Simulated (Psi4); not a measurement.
difluoromethane (CH2F2), singlet, geometry from GFN2-xTB; SVWN/def2-TZVPP in Psi4 1.11.

Here is a job for Psi4.
```
memory 2 GB

molecule mol {
0 1
C     0.019689    0.006314    0.498892
F    -0.039942    1.084530   -0.301457
F     0.017147   -1.091841   -0.276164
H    -0.872978   -0.009661    1.139088
H     0.960006    0.037573    1.066152
}

set {
  basis def2-tzvpp
  reference rks
}

energy('svwn')
print_variables()
```

It wrote (shortened):

```
   => Loading Basis Set <=

    Name: DEF2-TZVPP
    Role: ORBITAL
    Keyword: BASIS

         ---------------------------------------------------------
                                   SCF
               by Justin Turney, Rob Parrish, Andy Simmonett
                          and Daniel G. A. Smith
                              RKS Reference
         ---------------------------------------------------------

  ==> Geometry <==

    Molecular point group: c1
    Full point group: C1

    Geometry (in Angstrom), charge = 0, multiplicity = 1:

       Center              X                  Y                   Z               Mass
    ------------   -----------------  -----------------  -----------------  -----------------
         C            0.021786413019     0.006986894834     0.552046124052    12.000000000000
         F           -0.037844586981     1.085202894834    -0.248302875948    18.998403162730
         F            0.019244413019    -1.091168105166    -0.223009875948    18.998403162730
         H           -0.870880586981    -0.008988105166     1.192242124052     1.007825032230
         H            0.962103413019     0.038245894834     1.119306124052     1.007825032230

  Running in c1 symmetry.

  Rotational constants: A =      1.65740  B =      0.36076  C =      0.31507 [cm^-1]
  Rotational constants: A =  49687.74181  B =  10815.39779  C =   9445.43596 [MHz]
  Nuclear repulsion =   77.840056658377421

  Charge       = 0
  Multiplicity = 1
  Electrons    = 26
  Nalpha       = 13
  Nbeta        = 13

  ==> Algorithm <==

  SCF Algorithm Type is DF.
  DIIS enabled.
  MOM disabled.
  Fractional occupation disabled.
  Guess Type is SAD.
  Energy threshold   = 1.00e-06
  Density threshold  = 1.00e-06
  Integral threshold = 1.00e-12

  ==> Primary Basis <==

  Basis Set: DEF2-TZVPP
    Blend: DEF2-TZVPP
    Number of shells: 45
    Number of basis functions: 121
    Number of Cartesian functions: 138
    Spherical Harmonics?: true
    Max angular momentum: 3

  ==> DFT Potential <==

   => LibXC <=

    Version 7.1.2
    S. Lehtola, C. Steigemann, M. J. T. Oliveira, and M. A. L. Marques,  SoftwareX 7, 1–5 (2018) (10.1016/j.softx.2017.11.002)

   => Composite Functional: SVWN <=

    Slater exchange
    Vosko, Wilk & Nusair (VWN5_RPA)
    P. A. M. Dirac,  Math. Proc. Cambridge Philos. Soc. 26, 376 (1930) (10.1017/S0305004100016108)
    F. Bloch,  Z. Phys. 57, 545 (1929) (10.1007/BF01340281)
    S. H. Vosko, L. Wilk, and M. Nusair,  Can. J. Phys. 58, 1200 (1980) (10.1139/p80-159)

    Deriv               =              1
    GGA                 =          FALSE
    Meta                =          FALSE

    Exchange Hybrid     =          FALSE
    MP2 Hybrid          =          FALSE

   => Exchange Functionals <=

    1.0000         XC_LDA_X

   => Correlation Functionals <=

    1.0000   XC_LDA_C_VWN_RPA

   => LibXC Density Thresholds  <==

    XC_LDA_C_VWN_RPA:  1.00E-15
    XC_LDA_X:  1.00E-15

   => Molecular Quadrature <=

    Radial Scheme          =       TREUTLER
    Pruning Scheme         =           NONE
    Nuclear Scheme         =       TREUTLER

    Blocking Scheme        =         OCTREE
    BS radius alpha        =              1
    Pruning alpha          =              1
    Radial Points          =             75
    Spherical Points       =            302
    Total Points           =         109678
    Total Blocks           =            876
    Max Points             =            256
    Max Functions          =            119
    Weights Tolerance      =       1.00E-15

   => Loading Basis Set <=

    Name: (DEF2-TZVPP AUX)
    Role: JKFIT
    Keyword: DF_BASIS_SCF

  ==> Integral Setup <==

  SCF_SUBTYPE=INCORE selected. In-core MEM_DF algorithm will be used.
  Using in-core AOs.

  ==> MemDFJK: Density-Fitted J/K Matrices <==

    J tasked:                   Yes
    K tasked:                    No
    wK tasked:                   No
    Algorithm:                 Core
    Schwarz Cutoff:           1E-12
    Mask sparsity (%):       0.5737
    Fitting Condition:        1E-10

   => Auxiliary Basis Set <=

  Basis Set: (DEF2-TZVPP AUX)
    Blend: DEF2-UNIVERSAL-JKFIT
    Number of shells: 87
    Number of basis functions: 265
    Number of Cartesian functions: 315
    Spherical Harmonics?: true
    Max angular momentum: 4

  Minimum eigenvalue in the overlap matrix is 7.1062970812E-04.
  Reciprocal condition number of the overlap matrix is 1.0905994324E-04.
    Using symmetric orthogonalization.

  ==> Pre-Iterations <==

  SCF Guess: Superposition of Atomic Densities via on-the-fly atomic UHF (no occupation information).

   -------------------------
    Irrep   Nso     Nmo
   -------------------------
     A        121     121
   -------------------------
    Total     121     121
   -------------------------

  ==> Iterations <==

                           Total Energy        Delta E     RMS |[F,P]|

   @DF-RKS iter SAD:  -237.70312522351929   -2.37703e+02   0.00000e+00
   @DF-RKS iter   1:  -237.87094575200695   -1.67821e-01   4.14997e-03 ADIIS/DIIS
   @DF-RKS iter   2:  -237.81588895276894    5.50568e-02   5.19981e-03 ADIIS/DIIS
   @DF-RKS iter   3:  -237.97590657378606   -1.60018e-01   4.47090e-04 ADIIS/DIIS
   @DF-RKS iter   4:  -237.97645957688479   -5.53003e-04   3.38716e-04 ADIIS/DIIS
   @DF-RKS iter   5:  -237.97697316015635   -5.13583e-04   3.25629e-05 DIIS
   @DF-RKS iter   6:  -237.97697877942457   -5.61927e-06   6.15394e-06 DIIS
   @DF-RKS iter   7:  -237.97697894621780   -1.66793e-07   7.59725e-07 DIIS
  Energy and wave function converged.

  ==> Post-Iterations <==

   Electrons on quadrature grid:
      Ntotal   =   26.0000219114 ; deviation = 2.191e-05

    Orbital Energies [Eh]
    ---------------------

    Doubly Occupied:

       1A    -24.129189     2A    -24.129176     3A     -9.954414
       4A     -1.178212     5A     -1.117877     6A     -0.659810
       7A     -0.523398     8A     -0.521250     9A     -0.520564
      10A     -0.393745    11A     -0.389380    12A     -0.375895
      13A     -0.316140

    Virtual:

      14A      0.014267    15A      0.025334    16A      0.056326
      17A      0.060439    18A      0.189815    19A      0.202225
      20A      0.213681    21A      0.221636    22A      0.364236
      23A      0.371905    24A      0.418754    25A      0.435545
      26A      0.457108    27A      0.467873    28A      0.605511
      29A      0.636283    30A      0.662236    31A      0.714793
      32A      0.811707    33A      0.824890    34A      0.846043
      35A      0.863417    36A      0.890969    37A      0.911550
      38A      0.955755    39A      1.081957    40A      1.095893
      41A      1.215068    42A      1.276415    43A      1.352317
      44A      1.394709    45A      1.689132    46A      1.738309
      47A      1.830532    48A      1.904275    49A      2.070461
      50A      2.154821    51A      2.159243    52A      2.195483
      53A      2.258091    54A      2.305824    55A      2.315161
      56A      2.455375    57A      2.492877    58A      2.564017
      59A      2.712709    60A      2.735275    61A      2.796925
      62A      2.826172    63A      2.832120    64A      2.856776
      65A      2.944164    66A      2.969941    67A      3.048095
      68A      3.123451    69A      3.126284    70A      3.206950
      71A      3.321416    72A      3.452050    73A      3.517504
      74A      3.541074    75A      3.541106    76A      3.551239
      77A      3.658926    78A      3.689659    79A      3.733273
      80A      3.881866    81A      3.899525    82A      3.979680
      83A      4.005600    84A      4.234063    85A      4.500522
      86A      4.540671    87A      4.545430    88A      4.725510
      89A      4.787702    90A      4.939684    91A      4.977402
      92A      5.163468    93A      5.200823    94A      5.255088
      95A      6.700295    96A      6.703859    97A      6.710344
      98A      6.724785    99A      6.764145   100A      6.766298
     101A      6.814496   102A      6.962882   103A      6.977025
     104A      7.203545   105A      7.226081   106A      7.238127
     107A      7.254774   108A      7.380695   109A      8.129574
     110A      8.183609   111A      8.256101   112A      8.323033
     113A      8.541042   114A      8.661646   115A      8.732800
     116A      8.750954   117A      8.812572   118A      8.820866
     119A     23.111806   120A     56.667350   121A     56.815878

    Final Occupation by Irrep:
              A
    DOCC [    13 ]
    NA   [    13 ]
    NB   [    13 ]

  @DF-RKS Final Energy:  -237.97697894621780

   => Energetics <=

    Nuclear Repulsion Energy =             77.8400566583774207
    One-Electron Energy =                -485.4023374644336855
    Two-Electron Energy =                 195.4853372629362980
    DFT Exchange-Correlation Energy =     -25.9000354030978350
    Empirical Dispersion Energy =           0.0000000000000000
    VV10 Nonlocal Energy =                  0.0000000000000000
    Total Energy =                       -237.9769789462177982

Computation Completed

Properties will be evaluated at   0.000000,   0.000000,   0.000000 [a0]

Properties computed using the SCF density matrix

 Multipole Moments:

 ------------------------------------------------------------------------------------
     Multipole            Electronic (a.u.)      Nuclear  (a.u.)        Total (a.u.)
 ------------------------------------------------------------------------------------

 L = 1.  Multiply by 2.5417464519 to convert [e a0] to [Debye]
 Dipole X            :         -0.0756155            0.1030652            0.0274497
 Dipole Y            :         -0.0242531            0.0330556            0.0088025
 Dipole Z            :         -1.9160806            2.6116208            0.6955403
 Magnitude           :                                                    0.6961374

 ------------------------------------------------------------------------------------

  Variable Map:
  ----------------------------------------------------------------------------
  "CURRENT ENERGY"              =>    -237.976978946218
  "CURRENT REFERENCE ENERGY"    =>    -237.976978946218
  "DD SOLVATION ENERGY"         =>       0.000000000000
  "DFT FUNCTIONAL TOTAL ENERGY" =>    -237.976978946218
  "DFT TOTAL ENERGY"            =>    -237.976978946218
  "DFT VV10 ENERGY"             =>       0.000000000000
  "DFT XC ENERGY"               =>     -25.900035403098
  "GRID ELECTRONS ALPHA"        =>      13.000010955723
  "GRID ELECTRONS BETA"         =>      13.000010955723
  "GRID ELECTRONS TOTAL"        =>      26.000021911446
  "NUCLEAR REPULSION ENERGY"    =>      77.840056658377
  "ONE-ELECTRON ENERGY"         =>    -485.402337464434
  "PCM POLARIZATION ENERGY"     =>       0.000000000000
  "PE ENERGY"                   =>       0.000000000000
  "SCF ITERATION ENERGY"        =>    -237.976978946218
  "SCF ITERATIONS"              =>       7.000000000000
  "SCF TOTAL ENERGY"            =>    -237.976978946218
  "TWO-ELECTRON ENERGY"         =>     195.485337262936
  "XC GRID RADIAL POINTS"       =>      75.000000000000
  "XC GRID SPHERICAL POINTS"    =>     302.000000000000
  "XC GRID TOTAL POINTS"        =>  109678.000000000000

  Array Variable Map:
  ----------------------------------------------------------------------------
  "CURRENT DIPOLE"              =>       0.027449652477 ... 0.695540269878 1 by 3
  "SCF DIPOLE"                  =>       0.027449652477 ... 0.695540269878 1 by 3
  "SCF TOTAL ENERGIES"          =>    -237.703125223519 ... -237.976978946218 1 by 8
```
